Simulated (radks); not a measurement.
Values are calculated unless marked as measured or tabulated.
Question: These are the eigenvalues of the occupied orbitals of an atom or ion with whole-number occupations (eV). Level of theory: scalar-relativistic Kohn-Sham, PW91, spin-polarised, spherical densities, finite nucleus; Fermi nuclear charge, rms radius of each element as measured or else 0.836 A^(1/3) + 0.57 fm (a radial shooting solver on a logarithmic mesh with Libxc functionals).

1s up: -1786.532
1s down: -1786.385
2s up: -139.3785
2s down: -139.2133
2p up: -95.5660
2p down: -95.3480
3s up: -11.4179
3s down: -9.7381
3p up: -4.6527

Which element is it, and in what charge state? The configuration may be excited. Open shells, if any, are filled with parallel spins first.

Answer: Z = 14, silicon, charge 0: Si in [Ne] 3s2 3p2. The list shows which subshells hold electrons but not how many an open one holds; the 1s level, -65.654 hartree, gives Z - s = 11.5 by -(Z - s)^2/2, which with screening and relativity narrows Z to a few neighbours, and the depths of the outer levels then fix element, charge and occupations together.
